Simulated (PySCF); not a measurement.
Record of a relaxation.

Compound: Sn2(F)4.
Bonds: Sn1–F2, Sn1–F3, Sn1–F6, F3–Sn4, Sn4–F5, Sn4–F6.

Method: PBE0-D3(BJ)/def2-SVP geometry optimisation, gas phase, def2 core potentials past Kr in PySCF 2.14.0; density fitting, grid level 1; the optimiser is geomeTRIC in internal coordinates, started from a GFN2-xTB structure. 14 of its 15 geometries are shown. The frame can shift and turn from step to step; on so coarse a grid that alone can change the energy by a few meV, and forces under 0.02 eV/Å are noise.

Step 0: E = -22516.0772 eV, largest atomic force 2.259 eV/Å
```
atom  x, y, z in Å  |  force x, y, z in eV/Å
Sn1    -0.059    0.398    1.892   -1.471  -0.880  -1.471
F2     -1.934   -0.145    2.613    1.822   0.449  -1.015
F3      0.481   -1.289    0.286   -0.567   1.517  -0.338
Sn4     0.060   -0.397   -1.894    1.450   0.869   1.479
F5      1.934    0.143   -2.612   -1.806  -0.440   1.009
F6     -0.482    1.290   -0.285    0.573  -1.515   0.336
```

Step 1: E = -22516.6106 eV, largest atomic force 1.979 eV/Å
```
atom  x, y, z in Å  |  force x, y, z in eV/Å
Sn1    -0.062    0.397    1.887   -1.196  -0.760  -1.381
F2     -1.916   -0.147    2.579    1.566   0.376  -0.913
F3      0.436   -1.170    0.185   -0.102   0.612   0.477
Sn4     0.075   -0.376   -1.822    0.729   0.303   0.129
F5      1.907    0.137   -2.593   -1.241  -0.231   1.010
F6     -0.427    1.143   -0.328    0.243  -0.300   0.678
```

Step 2: E = -22517.0017 eV, largest atomic force 1.286 eV/Å
```
atom  x, y, z in Å  |  force x, y, z in eV/Å
Sn1    -0.036    0.386    1.795    0.161  -0.226  -1.256
F2     -1.821   -0.148    2.430    0.241  -0.022  -0.472
F3      0.456   -1.184    0.172   -0.079   0.535   0.589
Sn4     0.057   -0.373   -1.781   -0.028  -0.078  -0.311
F5      1.850    0.139   -2.496   -0.467  -0.007   0.701
F6     -0.417    1.161   -0.348    0.172  -0.202   0.750
```

Step 3: E = -22517.3079 eV, largest atomic force 1.486 eV/Å
```
atom  x, y, z in Å  |  force x, y, z in eV/Å
Sn1     0.065    0.405    1.729    1.019   0.150  -1.071
F2     -1.709   -0.157    2.211   -0.743  -0.278  -0.067
F3      0.469   -1.116    0.173    0.007  -0.041   0.203
Sn4    -0.012   -0.408   -1.822   -0.418  -0.026   0.567
F5      1.782    0.154   -2.328    0.201   0.101   0.182
F6     -0.371    1.120   -0.320   -0.067   0.094   0.186
```

Step 4: E = -22517.4376 eV, largest atomic force 1.373 eV/Å
```
atom  x, y, z in Å  |  force x, y, z in eV/Å
Sn1     0.237    0.413    1.499    0.030   0.276   1.143
F2     -1.593   -0.171    1.905    0.181   0.042  -0.125
F3      0.513   -1.199    0.158    0.113  -0.192   0.060
Sn4    -0.091   -0.411   -1.710   -0.655  -0.482  -1.106
F5      1.711    0.167   -2.145    0.321   0.132   0.102
F6     -0.404    1.190   -0.359    0.009   0.224  -0.074
```

Step 5: E = -22517.5154 eV, largest atomic force 0.457 eV/Å
```
atom  x, y, z in Å  |  force x, y, z in eV/Å
Sn1     0.271    0.447    1.557    0.018  -0.020   0.034
F2     -1.559   -0.156    1.901    0.048   0.030  -0.040
F3      0.532   -1.164    0.165   -0.135   0.050  -0.138
Sn4    -0.146   -0.441   -1.765    0.392   0.110   0.208
F5      1.693    0.159   -2.119   -0.282  -0.118   0.003
F6     -0.345    1.182   -0.362   -0.040  -0.053  -0.065
```

Step 6: E = -22517.5121 eV, largest atomic force 0.347 eV/Å
```
atom  x, y, z in Å  |  force x, y, z in eV/Å
Sn1     0.275    0.456    1.566   -0.124   0.063  -0.126
F2     -1.557   -0.145    1.886    0.031   0.024   0.037
F3      0.496   -1.149    0.156    0.106  -0.132   0.134
Sn4    -0.120   -0.457   -1.756   -0.264   0.223   0.032
F5      1.693    0.152   -2.127    0.138   0.015  -0.003
F6     -0.366    1.194   -0.349    0.113  -0.193  -0.074
```

Step 8: E = -22517.5200 eV, largest atomic force 0.259 eV/Å
```
atom  x, y, z in Å  |  force x, y, z in eV/Å
Sn1     0.273    0.452    1.551    0.083   0.051   0.061
F2     -1.559   -0.132    1.899   -0.012   0.004  -0.033
F3      0.522   -1.159    0.155   -0.074  -0.037   0.025
Sn4    -0.145   -0.444   -1.754    0.237   0.095  -0.043
F5      1.694    0.141   -2.117   -0.199  -0.089  -0.002
F6     -0.338    1.189   -0.369   -0.035  -0.023  -0.009
```

Step 9: E = -22517.5231 eV, largest atomic force 0.040 eV/Å
```
atom  x, y, z in Å  |  force x, y, z in eV/Å
Sn1     0.279    0.457    1.555    0.025   0.008   0.018
F2     -1.555   -0.127    1.891   -0.006   0.017   0.001
F3      0.509   -1.163    0.165   -0.035   0.003  -0.018
Sn4    -0.140   -0.440   -1.754    0.032   0.002   0.021
F5      1.692    0.136   -2.121   -0.024  -0.028  -0.007
F6     -0.342    1.188   -0.366    0.009  -0.002  -0.014
```

Step 10: E = -22517.5242 eV, largest atomic force 0.034 eV/Å
```
atom  x, y, z in Å  |  force x, y, z in eV/Å
Sn1     0.282    0.465    1.556   -0.003  -0.009  -0.009
F2     -1.555   -0.113    1.892    0.006   0.029   0.005
F3      0.496   -1.162    0.170   -0.006  -0.002   0.002
Sn4    -0.140   -0.441   -1.752   -0.029  -0.018   0.000
F5      1.692    0.124   -2.124    0.023  -0.017  -0.008
F6     -0.332    1.190   -0.370    0.009   0.017   0.011
```

Step 11: E = -22517.5272 eV, largest atomic force 0.154 eV/Å
```
atom  x, y, z in Å  |  force x, y, z in eV/Å
Sn1     0.304    0.491    1.555   -0.038  -0.028  -0.052
F2     -1.550   -0.028    1.895    0.009   0.028   0.027
F3      0.456   -1.159    0.189    0.037   0.007  -0.005
Sn4    -0.151   -0.443   -1.745   -0.143  -0.057   0.010
F5      1.692    0.060   -2.137    0.104   0.018  -0.003
F6     -0.298    1.207   -0.381    0.030   0.032   0.022
```

Step 12: E = -22517.5285 eV, largest atomic force 0.131 eV/Å
```
atom  x, y, z in Å  |  force x, y, z in eV/Å
Sn1     0.323    0.511    1.549   -0.046  -0.022  -0.045
F2     -1.542    0.043    1.902    0.029   0.017   0.016
F3      0.433   -1.156    0.199    0.038  -0.002   0.002
Sn4    -0.165   -0.447   -1.739   -0.127  -0.032   0.010
F5      1.687    0.010   -2.142    0.094   0.021  -0.005
F6     -0.263    1.222   -0.393    0.012   0.018   0.022
```

Step 13: E = -22517.5292 eV, largest atomic force under 0.02 eV/Å
```
atom  x, y, z in Å  |  force x, y, z in eV/Å
Sn1     0.333    0.513    1.543    0.000  -0.001  -0.010
F2     -1.534    0.061    1.904    0.006   0.000   0.011
F3      0.435   -1.156    0.197    0.008  -0.004  -0.002
Sn4    -0.176   -0.448   -1.737   -0.015   0.000   0.000
F5      1.683   -0.002   -2.141    0.002   0.002  -0.001
F6     -0.255    1.227   -0.395   -0.001   0.004   0.002
```

Step 14: E = -22517.5293 eV, largest atomic force under 0.02 eV/Å
```
atom  x, y, z in Å  |  force x, y, z in eV/Å
Sn1     0.337    0.513    1.541    0.004   0.000   0.003
F2     -1.529    0.061    1.910    0.013  -0.002   0.003
F3      0.439   -1.157    0.195   -0.007   0.002  -0.004
Sn4    -0.179   -0.448   -1.737    0.004   0.004   0.007
F5      1.680   -0.003   -2.141   -0.007   0.001  -0.006
F6     -0.255    1.229   -0.395   -0.006  -0.006  -0.002
```

Question: Summarise the path.

Answer: The energy falls by 33.49 kcal/mol from step 0 to step 14; nine tenths of that is first reached at step 4. It rises by more than 0.2 meV at steps 6 and 8. The largest force goes from 2.259 to under 0.02 eV/Å. Among the bonds Sn4–F6 changes most (a near tie, within 0.001 Å, with another), from 2.393 to 2.149 Å; the atoms move by 0.451 Å rms after alignment.

What follows is the cost of the whole optimisation. Hardware: one thread of an Arm Neoverse V1, no GPU (shared host). Cost: 1.8 min.
